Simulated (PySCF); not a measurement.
**Low-lying terms of Pd (palladium, neutral)**

Ground state [Kr] 4d10, ¹S. Computed with PySCF 2.14 in def2-TZVP with the def2 core potential (28 electrons) (6s4p3d1f, 40 functions), with a scalar-relativistic core potential. Vertical excitation energies in eV without spin-orbit coupling; excited terms of each kind are numbered among those the solver found. Frozen: 4s2 4p6.

```
 term  leading excitation  EOM-EE-CCSD
 1 3D              4d → s        0.832
 1 1D              4d → s        1.255
1 3P°              4d → p        4.061
1 3F°              4d → p        4.262
1 1F°              4d → p        4.346
1 1D°              4d → p        4.518
1 3D°              4d → p        4.548
1 1P°              4d → p        4.639
```

The spin-orbit splitting of the hole, absent here, rivals or exceeds the spacing of these terms, so the LS terms are model states.

Only the lower part of the computed list is shown. The solver can miss terms. Rydberg members are limited by the diffuse functions of the basis.
